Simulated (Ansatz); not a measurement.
Calculated with Ansatz (gas phase, PBE0-D4/def2-TZVP geometries, no zero-point term in ΔE). CCSD(T)/CBS is the MP2 limit (def2-TZVPP, def2-QZVPP) plus CCSD(T) − MP2 in def2-TZVPP, frozen cores. This one scheme is used for every species. Functionals use def2-TZVPP. B3LYP here is the variant with VWN-RPA as its local correlation; programs differ in this. For Ga outer-core shells are correlated without core-valence functions, which leaves a few kJ/mol of doubt a bond. Scalar relativity is left out up to krypton. One conformer a species, not always the lowest.

`C[Si](C)(C)[CH2][Ga]([F])[F]` + HCl → `C[Si](C)(C)Cl` + `[CH3][Ga]([F])[F]`  (ligand exchange at the Si–C bond)

`C[Si](C)(C)[CH2][Ga]([F])[F]`:

```xyz
19

C    -1.270    0.816   -1.039
Si    0.020    0.404    0.258
C    -0.297    1.394    1.814
C     1.732    0.744   -0.411
C    -0.105   -1.437    0.660
Ga   -0.125   -2.497   -0.950
F    -1.469   -3.448   -1.539
F     1.206   -2.560   -2.088
H    -1.287    1.890   -1.242
H    -2.273    0.524   -0.716
H    -1.067    0.316   -1.993
H    -0.215    2.466    1.616
H    -1.298    1.202    2.209
H     0.426    1.143    2.594
H     2.498    0.537    0.341
H     1.949    0.123   -1.285
H     1.834    1.791   -0.709
H    -1.015   -1.663    1.221
H     0.757   -1.744    1.260
```

HCl:

Z-matrix (Å, degrees):
```
Cl
H 1 1.279
```

`C[Si](C)(C)Cl`:

Z-matrix (Å, degrees):
```
C
Si 1 1.862
H 1 1.092 2 110.9
H 1 1.092 2 110.9 3 -120.2
H 1 1.094 2 110.4 3 119.9
C 2 1.862 1 111.5 3 177.4
C 2 1.862 1 111.5 3 -57.2
Cl 2 2.079 1 107.3 3 60.1
H 6 1.092 2 110.9 1 -177.4
H 6 1.092 2 110.9 1 -57.2
H 6 1.094 2 110.4 1 62.7
H 7 1.094 2 110.4 1 -62.7
H 7 1.092 2 110.9 1 177.4
H 7 1.092 2 110.9 1 57.2
```

`[CH3][Ga]([F])[F]`:

Cartesian coordinates in Å:
```
C 0.042 0.128 0.946
Ga -0.037 -0.122 -0.971
F -1.424 0.250 -1.966
F 1.265 -0.758 -1.947
H 1.075 0.263 1.264
H -0.554 0.994 1.234
H -0.366 -0.756 1.440
```

```json
{"level": "B3LYP-D4", "ΔE (kcal/mol)": "-24.2"}
{"level": "ωB97X-V", "ΔE (kcal/mol)": "-24.8"}
```

**Question.** What does CCSD(T)/CBS give? (An estimate is asked.)

**Answer.** Computed: -23.5 kcal/mol. The listed levels differ from it by -0.7, -1.3 kcal/mol.

Largest T1 diagnostic among the species: 0.014.

The D4 term adds +2.9 kcal/mol with B3LYP and +1.8 kcal/mol with PBE0; it sums over pairs of atoms, weighted by their polarisabilities, and B3LYP, whose exchange is more repulsive, gets the larger term. At CCSD(T), def2-SVP lies +1.4 kcal/mol from the extrapolated value and def2-TZVPP +0.8 kcal/mol.

CCSD(T)/CBS has its own doubt, a few kJ/mol and more with outer-core shells, so smaller differences from it don't rank the levels.
